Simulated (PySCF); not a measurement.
Mo(O)(S)(Cl)(SH) (ClHMoOS2), SMILES [Mo]([SH])(=[O])([Cl])=[S], multiplicity 1. The structure is a stationary point at PBE-D3(BJ)/def2-SVP. The spin state was assumed, not searched. The structure was generated by enumeration; whether it is a known compound was not checked. The def2 effective core potentials stand for the cores of Mo; spin–orbit coupling is left out. The values are those of a single conformer.

Calculation: PBE-D3(BJ)/def2-SVP (PySCF).

Harmonic wavenumbers (cm⁻¹): 115, 141, 144, 193, 253, 306, 387, 418, 546, 579, 1001, 2598. Rotational constants (GHz): 1.717, 1.483, 1.109; symmetry number 1.

Q: Work out the zero-point energy and the ideal-gas rigid-rotor harmonic-oscillator thermochemistry at 298.15 K and 1 atm.

A: ZPE = ½ Σ hcν = ½ × 6683 cm⁻¹ = 9.55 kcal/mol. H − E(el) = 14.75 kcal/mol. Entropy in cal/(mol K): translation 41.97, rotation 29.12, vibration 17.05, total 88.13. G − E(el) = -11.53 kcal/mol. Cp = 24.50 cal/(mol K). Modes under 150 cm⁻¹ make the vibrational entropy uncertain.
